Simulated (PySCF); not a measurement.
F2Sr, SMILES [F][Sr][F] (connectivity only; charge and spin as stated), charge +1, multiplicity 2.

The structure is a stationary point at PBE0-D3(BJ)/def2-TZVP. The multiplicity is an assumed one; other spin states were not compared. The isomer is the one that the SMILES or the coordinates give; other isomers of the formula were not compared. The def2 effective core potentials stand for the cores of Sr; spin–orbit coupling is left out.

Two levels are set side by side: PBE/def2-TZVPD (PySCF) and ωB97X/def2-TZVPD (PySCF). Same geometry, gas phase. Differences are taken from unrounded values.

| quantity | ωB97X |
|---|---|
| α-spin orbital gap (eV) | 13.41 |
| β-spin orbital gap (eV) | 10.15 |
| mean polarisability (bohr³) | 25.7 |

Q: What does PBE give, and how far is it from ωB97X? (The exact figures need the calculation; the answer reports its results.)

A: 
| quantity | PBE | PBE minus ωB97X |
|---|---|---|
| α-spin orbital gap (eV) | 6.09 | -7.32 |
| β-spin orbital gap (eV) | 1.79 | -8.36 |
| mean polarisability (bohr³) | 24.6 | -1.1 |

Rough cost on one machine, each run with all the roots and properties that it gave: ωB97X against PBE within a factor of 2.
